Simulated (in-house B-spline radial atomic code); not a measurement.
**B97-1 excitations of Sc3+**

Method: B97-1. Computed with a B-spline radial code for spherical atoms: linear response of the closed shell [Ne] 3s2 3p6 with the functional's adiabatic kernel; non-relativistic, point nucleus, no spin-orbit coupling, no double excitations, S, P, D and F terms only. Only terms of natural parity with L up to 3 were computed.

Command:
```bash
python run_td.py task.json out
```
Settings (radii: box in bohr, nucleus in fm):
```
Z                        21
electrons                18
configuration            [Ne] 3s2 3p6
hamiltonian              nr
method                   b97_1
box_radius               23.08
intervals                53
```

Cost of the run: 0.3 s on 1 thread of Intel(R) Xeon(R) 6975P-C (Granite Rapids), with other jobs on the host.

The lowest states, in the order of their Tamm-Dancoff energies; the method's threshold (minus the highest occupied level) is 66.66 eV. Labels give the largest channel, * marks a mixed state, and oscillator strengths are full-response dipole values. Semilocal kernels can invert the small singlet-triplet splittings of Rydberg terms. Energies in eV:

```tsv
state	full response	Tamm-Dancoff	oscillator strength
3p → 3d 3P	29.788	29.898	-
3p → 3d 3F	?	?	-
3p → 3d 1F	32.76	32.76	-
3p → 4s 3P	40.29	40.30	-
3p → 4s 1P	40.58	40.65	1.58
3p → 3d 1P	42.01	43.63	2.99
3p → 4p 3S	44.87	44.90	-
3p → 4p 3D	45.37	45.38	-
3p → 4p 1D	45.68	45.69	-
3p → 4p 1S	?	?	-
3p → 4d 3P	52.48	52.50	-
3p → 4d 3F	52.66	52.67	-
3p → 4d 1F	53.00	53.00	-
3s → 3d 3D	53.18	53.23	-
3p → 4d 1P	54.01	54.27	0.173
3p → 5s 3P	54.34	54.35	-
3p → 5s 1P	54.54	54.63	0.0138
3p → 5p 3S	56.00	56.01	-
3p → 5p 3D	56.15	56.16	-
3p → 5p 1D	56.17	56.18	-
3s → 3d 1D	56.57	56.65	-
3p → 5p 1S	56.81	56.86	-
```

(1) Where does 3p → 4p 1S lie?

(2) Where does 3p → 3d 3F lie?

(3) How large is the singlet-triplet splitting of 3p → 3d (F terms) in Tamm-Dancoff?

(4) What polarisabilities and dispersion coefficient does the method give?

Results:

(1) At 47.69 eV in full response, 47.87 eV in Tamm-Dancoff.

(2) At 30.22 eV in full response, 30.39 eV in Tamm-Dancoff.

(3) 2.38 eV, from the unrounded values.

(4) Dipole 2.153 bohr³, quadrupole 3.608 bohr⁵, C6 5.7 hartree·bohr⁶ for two such species.
